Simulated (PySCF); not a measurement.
**Bond curve of AsF⁺**

Set-up: PySCF, scalar-relativistic core potentials, basis sets As cc-pVTZ-PP with ECP10, F cc-pVTZ. Energies in eV from As⁺ + F in their ground configurations at the same level. State: ²Π (doublet), unpaired electrons π ↑.

All columns are PBE0. A positive dipole points towards F; it is taken about the centre of mass and depends on that origin.

```json
{"R (Å)": "1.430", "E (eV)": "-3.034", "μ (D)": "-1.05", "Mulliken charge on As (basis-dependent)": "1.04", "HOMO (eV)": "-13.85", "LUMO (eV)": "-11.37", "Mayer bond order": "1.46", "⟨S²⟩": "0.75"}
{"R (Å)": "1.497", "E (eV)": "-3.953", "μ (D)": "-1.42", "Mulliken charge on As (basis-dependent)": "1.07", "HOMO (eV)": "-14.07", "LUMO (eV)": "-11.59", "Mayer bond order": "1.43", "⟨S²⟩": "0.75"}
{"R (Å)": "1.563", "E (eV)": "-4.450", "μ (D)": "-1.77", "Mulliken charge on As (basis-dependent)": "1.10", "HOMO (eV)": "-14.27", "LUMO (eV)": "-11.79", "Mayer bond order": "1.39", "⟨S²⟩": "0.75"}
{"R (Å)": "1.613", "E (eV)": "-4.623", "μ (D)": "-2.04", "Mulliken charge on As (basis-dependent)": "1.13", "HOMO (eV)": "-14.42", "LUMO (eV)": "-11.94", "Mayer bond order": "1.37", "⟨S²⟩": "0.75"}
{"R (Å)": "1.663", "E (eV)": "-4.669", "μ (D)": "-2.30", "Mulliken charge on As (basis-dependent)": "1.15", "HOMO (eV)": "-14.56", "LUMO (eV)": "-12.08", "Mayer bond order": "1.35", "⟨S²⟩": "0.75"}
{"R (Å)": "1.713", "E (eV)": "-4.619", "μ (D)": "-2.55", "Mulliken charge on As (basis-dependent)": "1.17", "HOMO (eV)": "-14.69", "LUMO (eV)": "-12.21", "Mayer bond order": "1.32", "⟨S²⟩": "0.75"}
{"R (Å)": "1.779", "E (eV)": "-4.443", "μ (D)": "-2.87", "Mulliken charge on As (basis-dependent)": "1.19", "HOMO (eV)": "-14.85", "LUMO (eV)": "-12.37", "Mayer bond order": "1.30", "⟨S²⟩": "0.75"}
{"R (Å)": "1.863", "E (eV)": "-4.104", "μ (D)": "-3.25", "Mulliken charge on As (basis-dependent)": "1.21", "HOMO (eV)": "-15.04", "LUMO (eV)": "-12.56", "Mayer bond order": "1.27", "⟨S²⟩": "0.75"}
{"R (Å)": "1.962", "E (eV)": "-3.594", "μ (D)": "-3.68", "Mulliken charge on As (basis-dependent)": "1.23", "HOMO (eV)": "-15.24", "LUMO (eV)": "-12.77", "Mayer bond order": "1.24", "⟨S²⟩": "0.76"}
{"R (Å)": "2.095", "E (eV)": "-2.841", "μ (D)": "-4.17", "Mulliken charge on As (basis-dependent)": "1.24", "HOMO (eV)": "-15.46", "LUMO (eV)": "-13.01", "Mayer bond order": "1.21", "⟨S²⟩": "0.76"}
```

A fit through these points gives, at Re = 1.660 Å, μ = -2.28 D and dμ/dR = -5.13 D/Å; the reduced mass is 15.16 u.

**Question.** How strong is the fundamental in the double-harmonic approximation, I = 42.26·(dμ/dR)²/μred km/mol?

**Answer.** I = 42.26·(-5.13)²/15.16 = 73.4 km/mol at PBE0.

Spin–orbit coupling is left out. For an ion De counts to the pair picked by the measured ionisation energies or electron affinities, which need not be the lowest pair at this level. The state is the lowest determinant that a PBE0 search found; another state may lie lower at other levels.
